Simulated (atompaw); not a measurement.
## Cutoff test, promethium, PAW (atompaw)

atompaw 4.2.0.5 input, output lines left out:

```
Pm 61
LDA-PW scalarrelativistic loggrid 2001 logderivrange -5 5 251
6 6 5 4 0 0
6 1 0
5 2 0.5
4 3 4.5
0 0 0
c
c
c
c
v
v
c
c
c
v
v
c
c
v
v
3
3.00 2.80 2.40 1.95
n
n
y
1.1
n
y
0.5
n
custom polynom vanderbiltortho gaussian
4 0.5 vpsmatchnc
2.45
2.05
2.55
2.60
3.00
3.00
1.10
1.10
```

The pseudo-atom Hamiltonian at the reference potential is diagonalised in spherical Bessel functions j_l(qr) that vanish at 20 bohr, with q² up to the cutoff. All-electron valence levels (Ry): 5s -3.2076, 6s -0.2861, 5p -1.7702, 6p -0.0989, 5d -0.1809, 4f -0.3578.

Task: How do the lowest levels (Ry) of each channel move with the cutoff, and are there ghosts?

Result:

```
cutoff (Ry)      s #1     s #2     s #3    s #4     p #1     p #2     d #1     f #1  Σ f·Δε (mRy)
          8  -12.6637  -3.2050  -0.2836  0.0026  -1.7486  -0.0974  -0.1786   0.0942        2174.5
         18  -13.1371  -3.2075  -0.2861  0.0023  -1.7699  -0.0988  -0.1809   0.0941        2035.6
         35  -13.3794  -3.2076  -0.2861  0.0023  -1.7702  -0.0988  -0.1809   0.0941        2033.3
         55  -13.3799  -3.2076  -0.2861  0.0023  -1.7702  -0.0988  -0.1809   0.0698        1924.0
         80  -13.3806  -3.2076  -0.2861  0.0023  -1.7702  -0.0988  -0.1809  -0.3212         164.5
        120  -13.3807  -3.2076  -0.2861  0.0023  -1.7702  -0.0988  -0.1809  -0.3512          29.4
        200  -13.3807  -3.2076  -0.2861  0.0023  -1.7702  -0.0988  -0.1809  -0.3573           2.3
        350  -13.3807  -3.2076  -0.2861  0.0023  -1.7702  -0.0988  -0.1809  -0.3578           0.1
        400  -13.3807  -3.2076  -0.2861  0.0023  -1.7702  -0.0988  -0.1809  -0.3578           0.0
```

Result: ghost state, extra bound levels that the all-electron valence spectrum of the same l lacks: s at -182.1 eV (a true bound ghost makes a file unfit for plane-wave use); 10 mRy is reached at 160 Ry and 1 mRy at 260 Ry.
